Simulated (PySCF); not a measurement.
Compound: C2H4GaO (charge -1).
Geometry (PBE0-D3(BJ)/def2-SVP, Å), atoms numbered from 1 in this order:
```xyz
8
C2H4GaO angstrom
C      0.484   -1.465   -0.165
C     -0.056   -0.221   -0.206
Ga    -1.832   -1.132   -0.232
O     -0.353   -2.499   -0.165
H      1.569   -1.717   -0.131
H      0.531    0.702   -0.210
H     -2.693   -1.283   -1.589
H     -2.765   -1.221    1.081
```

Method used: PBE0-D3(BJ)/def2-SVP geometry optimisation, gas phase (PySCF 2.14.0).

(1) Which atoms are bound to Ga3, and at what distances?

(2) List the angles at Ga3.

(3) Describe the arrangement about Ga3 in numbers.

(4) What are the other bond lengths?

(5) Give some angles away from the centre.

(6) What are the rotational constants (commonest isotopes, rigid rotor)?

Results:

(1) 4 atoms: H8 1.614 Å, H7 1.614 Å, C2 1.997 Å, O4 2.015 Å. The nearest atom not counted as bound is C1, at 2.34 Å.

(2) 
```json
{"angle": "C2–Ga3–H8", "degrees": "121.9", "distance of the outer atoms (Å)": "3.16"}
{"angle": "C2–Ga3–H7", "degrees": "121.9", "distance of the outer atoms (Å)": "3.16"}
{"angle": "H7–Ga3–H8", "degrees": "111.7", "distance of the outer atoms (Å)": "2.67"}
{"angle": "O4–Ga3–H8", "degrees": "111.1", "distance of the outer atoms (Å)": "3.00"}
{"angle": "O4–Ga3–H7", "degrees": "110.9", "distance of the outer atoms (Å)": "3.00"}
{"angle": "C2–Ga3–O4", "degrees": "69.9", "distance of the outer atoms (Å)": "2.30"}
```

(3) Angles from 69.9° to 121.9°; τ4 = (360° − α − β)/141° = 0.82 with α and β the two widest (0 for a square, 1 for a tetrahedron).

(4) C1=C2 1.357 Å; C1–O4 1.330 Å; C1–H5 1.115 Å; C2–H6 1.094 Å.

(5) C2–C1–O4 117.6°, C1–C2–Ga3 86.3°, C1–O4–Ga3 86.2°.

(6) A = 11181, B = 4626, C = 3432 MHz: an asymmetric top.

Point group: Cs (every atom within 0.08 Å of its image). Charge -1, singlet. The geometry's basis has no diffuse functions, a weakness for an anion. No frequency check.
